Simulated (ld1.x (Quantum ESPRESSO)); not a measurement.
# Configuration tests for iron (PAW)

iron, PAW, made with ld1.x (Quantum ESPRESSO) 7.5 (PBE, fully relativistic). Core [Ne], reference 3s2 3p6 3d6 4s1.5 4p0.5. Waves: 3s (bound): rcut 1.10, rcutus 1.25 bohr; 4s (bound): rcut 1.10, rcutus 1.25 bohr; 3p (bound): rcut 1.30, rcutus 1.50 bohr; 4p (bound): rcut 1.30, rcutus 1.50 bohr; 3d (bound): rcut 1.30, rcutus 1.55 bohr; 3d channel at 1.8 Ry: rcut 1.30, rcutus 1.55 bohr. Local part: all-electron potential smoothed inside 1.10 bohr (lloc = -1). Core correction: Bessel-smoothed model core inside 1.00 bohr. Augmentation charge: PSQ, inside the norm-conserving radii.

Open shells are filled in proportion to 2j + 1 (rel_dist='average').

Energies are relative to the spin-unpolarised reference configuration 3s2 3p6 3d6 4s1.5 4p0.5; without spin polarisation the order of configurations can differ from experiment.

Q: Give the all-electron excitation energy and the error of the potential for: 3s2 3p6 3d6 4s2 4p0; 3s2 3p6 3d6 4s1 4p0; 3s2 3p6 3d6 4s0 4p0; 3s2 3p5 3d6 4s2 4p0; 3s2 3p6 3d7 4s1 4p0; 3s2 3p6 3d6 4s0 4p1; 3s2 3p6 3d5 4s2 4p1.

A:

| valence configuration | charge | ΔE all-electron (eV) | error AE − PS (meV) |
| --- | --- | --- | --- |
| 3s2 3p6 3d6 4s2 4p0 | 0 | -2.017 | -0.5 |
| 3s2 3p6 3d6 4s1 4p0 | +1 | 6.712 | -0.3 |
| 3s2 3p6 3d6 4s0 4p0 | +2 | 22.915 | -2.5 |
| 3s2 3p5 3d6 4s2 4p0 | +1 | 65.673 | -200 |
| 3s2 3p6 3d7 4s1 4p0 | 0 | -2.808 | -51 |
| 3s2 3p6 3d6 4s0 4p1 | +1 | 11.765 | -0.3 |
| 3s2 3p6 3d5 4s2 4p1 | 0 | 6.729 | -117 |

Levels in the configuration 3s2 3p5 3d6 4s2 4p0:

```
   level  all-electron (eV)  pseudo (eV)
3s j=1/2           -110.121     -110.591
3p j=1/2            -77.000      -77.410
3p j=3/2            -75.414      -75.803
3d j=3/2            -22.458      -22.810
3d j=5/2            -22.283      -22.632
4s j=1/2            -14.165      -14.158
```

The ghost test of this file was not conclusive.
